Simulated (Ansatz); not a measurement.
Species, as SMILES: F[BH] (BH-F), doublet.
Atoms: B1, F2, H3. Bonds: B1-F2, B1-H3.

How fast the highest harmonic wavenumber converges with the basis for several methods (Ansatz, a quantum-chemistry and plane-wave program): deviation from each method's own reference, in cm⁻¹. References: B3LYP 2526 cm⁻¹, the value in def2-QZVPPD; HF 2650 cm⁻¹, the value in def2-QZVPPD; MP2 2617 cm⁻¹, the value in def2-QZVPP; PBE 2456 cm⁻¹, the value in def2-QZVPPD. All functions are spherical. In correlated methods cores are frozen. Open shells are unrestricted. No added dispersion term, no relativity. Each level at its own minimum, unscaled; the references are large sets that could be run, not limits.

```tsv
basis	functions	B3LYP	HF	MP2	PBE
def2-SVP	33	0	50	33	6
cc-pVDZ	33	-8	36	-1	-1
6-311G**	42	-8	6	-8	-4
aug-cc-pVDZ	55	7	25	-5	13
cc-pVTZ	74	0	1	-1	-1
pcseg-2	74	3	4	21	3
def2-TZVPP	76	2	2	4	2
jun-cc-pV(T+d)Z	92	5	4	2	4
def2-TZVPPD	94	4	3	3	5
6-311++G(3df,3pd)	96	7	7	5	8
cc-pVQZ	140	-1	-2	2	0
def2-QZVPP	144	-1	-1	0	-2
```

Mean absolute deviation over 6-311G**, cc-pVTZ, pcseg-2, def2-TZVPP, jun-cc-pV(T+d)Z, def2-TZVPPD, 6-311++G(3df,3pd): PBE 4, HF 4, B3LYP 4, MP2 6 cm⁻¹.
